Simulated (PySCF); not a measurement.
# SnF₃⁺: from structure and modes to constants

Method: PBE0/[Sn def2-TZVP with ECP28, F def2-TZVP], scalar-relativistic core potentials, density fitting, no spin–orbit coupling, PySCF.

The singlet minimum has D3h symmetry. Masses (u): Sn 119.90220, F 18.99840.

```xyz
4
charge 1 multiplicity 1, angstrom
Sn    0.0000    0.0000    0.0000
F     0.0000    0.0000    1.8375
F     1.5914    0.0000   -0.9188
F    -1.5914    0.0000   -0.9188
```

Harmonic wavenumbers (cm⁻¹): 138.1 (e', ×2), 153.5 (a2'', ×1), 693.6 (a1', ×1), 756.9 (e', ×2).

Q: What is the harmonic zero-point energy?

A: Half the sum of all 6 wavenumbers, 2637/2 = 1319 cm⁻¹, which is 15.8 kJ/mol (1 cm⁻¹ = 0.0119627 kJ/mol).

Q: Find the vibrational entropy and heat capacity at 298.15 K.

A: With u = 1.43878 ω/T, each mode gives S = R[u/(eᵘ−1) − ln(1−e⁻ᵘ)] and C = R u² eᵘ/(eᵘ−1)².
```json
{"ω (cm⁻¹)": "138.1 (×2)", "u": "0.666", "S (J/(mol K))": "11.84", "C (J/(mol K))": "8.01"}
{"ω (cm⁻¹)": "153.5", "u": "0.741", "S (J/(mol K))": "11.00", "C (J/(mol K))": "7.94"}
{"ω (cm⁻¹)": "693.6", "u": "3.347", "S (J/(mol K))": "1.31", "C (J/(mol K))": "3.52"}
{"ω (cm⁻¹)": "756.9 (×2)", "u": "3.653", "S (J/(mol K))": "1.03", "C (J/(mol K))": "3.03"}
```
The sums over all modes are S = 38.0 and C = 33.6 J/(mol K); the softest mode gives 31 % of the entropy (each member, where degenerate).

This need not be the most stable arrangement of these atoms.
